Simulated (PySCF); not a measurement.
Geometries of 2 isomers of C3H9FSi2, from PBE0-D3(BJ)/def2-SVP geometry optimisation, gas phase in PySCF 2.14.0. One conformer each, no zero-point energy, no frequencies.

Question: Which isomer lies lower at this level?
A.
```xyz
15
angstrom
F      0.864   -0.986    1.991
C      0.991   -1.047    0.605
C     -0.399   -1.180   -0.001
C     -1.276    0.039    0.317
Si    -0.349    1.632   -0.180
Si     1.760    0.630    0.028
H      1.610   -1.927    0.361
H     -0.284   -1.303   -1.093
H     -0.870   -2.107    0.369
H     -1.453    0.079    1.404
H     -2.262   -0.036   -0.168
H     -0.659    2.034   -1.587
H     -0.635    2.785    0.725
H      2.708    1.164    1.048
H      2.473    0.451   -1.277
```
B.
```xyz
15
angstrom
F      0.032    1.140    1.660
C      0.223    1.407    0.299
C     -1.076    1.094   -0.433
Si    -1.331   -0.793   -0.334
C      0.459   -1.433   -0.328
Si     1.519    0.131   -0.311
H      0.510    2.469    0.209
H     -0.974    1.386   -1.493
H     -1.916    1.674   -0.017
H     -2.050   -1.186    0.914
H     -2.116   -1.298   -1.503
H      0.678   -2.072   -1.196
H      0.643   -2.028    0.580
H      1.962    0.497   -1.694
H      2.707    0.071    0.589
```

Answer: B. That is `F[C@@H]1C[SiH2]C[SiH2]1`, 8.0 kcal/mol below the other.

| SMILES | atoms numbered as above | E (Eh) | relative (kcal/mol) | relative (kJ/mol) | dipole (D) |
| --- | --- | --- | --- | --- | --- |
| F[C@@H]1C[SiH2]C[SiH2]1 | [F:1][C@@H:2]1[CH2:3][SiH2:4][CH2:5][SiH2:6]1 | -797.75099 | 0.0 | 0.0 | 1.46 |
| F[C@H]1CC[SiH2][SiH2]1 | [F:1][C@H:2]1[CH2:3][CH2:4][SiH2:5][SiH2:6]1 | -797.73824 | 8.0 | 33.5 | 1.46 |

As drawn, the higher has an Si–Si bond, which the lower lacks.
